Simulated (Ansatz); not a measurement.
## A cut through the energy surface

GeH3F (SMILES [F][GeH3]), closed shell, at its PBE0-D4/def2-TZVP minimum:

F1  (-1.047, 0.474, 1.162)
Ge2  (0.068, -0.042, -0.073)
H3  (1.331, -0.512, 0.659)
H4  (-0.628, -1.178, -0.831)
H5  (0.325, 1.184, -0.958)
(Å)

The bond length Ge2–H4 (1.533 Å at the minimum) is set to the values below, the two halves moving rigidly along the bond. Each method's energies count from its own value at the PBE0-D4 minimum structure. Computed with Ansatz 0.2.0 (basis: def2-TZVPP); correlated methods freeze the cores. Filled d shells of the heavier atoms are correlated. The def2 sets are not built for correlating such inner shells, so the correlated values are less sure here. B3LYP uses VWN-RPA correlation.

| bond length (Å) | CCSD(T) (kJ/mol) | PBE-D4 (kJ/mol) | HF (kJ/mol) |
| --- | --- | --- | --- |
| 1.349 | 34.5 | 39.7 | 37.8 |
| 1.403 | 15.2 | 19.0 | 17.0 |
| 1.481 | ? | 3.3 | 2.1 |
| 1.572 | ? | 0.5 | 1.6 |
| 1.673 | 15.0 | 10.6 | 15.7 |
| 1.782 | 39.4 | 31.3 | 42.0 |
| 1.898 | 71.8 | 59.5 | 77.7 |
| 2.019 | 108.8 | 92.8 | 119.3 |
| 2.147 | ? | 129.4 | 165.2 |

**Question.** Fill in the withheld CCSD(T) values. (An estimate is asked for; the value comes from the calculation.)

**Answer.** Computed: 1.7 kJ/mol at 1.481 Å; 1.7 kJ/mol at 1.572 Å; 148.5 kJ/mol at 2.147 Å. These count from the CCSD(T) energy at the PBE0-D4 minimum.

Minimum and curvature along this coordinate at CCSD(T): A fifth-order fit through the nearest points gives 1.525 Å, with a curvature of about 18 eV/Å².

**Question.** Treat the two halves as rigid bodies and work out the harmonic wavenumber of this stretch from that curvature (ν̃ = 521.5 √(k/μ) cm⁻¹ with k in eV/Å² and μ in u).

**Answer.** The halves weigh 93.62 and 1.01 u, so μ = 93.62 × 1.01/94.63 = 0.999 u and ν̃ = 521.5 √(18/0.999) ≈ 2200 cm⁻¹. A true normal mode mixes in other motions, so this is a guide only.

Largest difference from the CCSD(T) curve over the scan: r2SCAN-D4 4.0; PBE0-D4 3.9; B3LYP-D4 8.5; wB97M-V 4.6 kJ/mol. Each curve counts from its own value at the minimum.

T1 diagnostic: at most 0.014.

For scale, one of the runs: CCSD(T)/def2-TZVPP, 121 basis functions (an equivalent command: `ansatz run in.yaml --threads 2`). Hardware: 2 CPU threads, shared host. Wall time about 3.5 s.
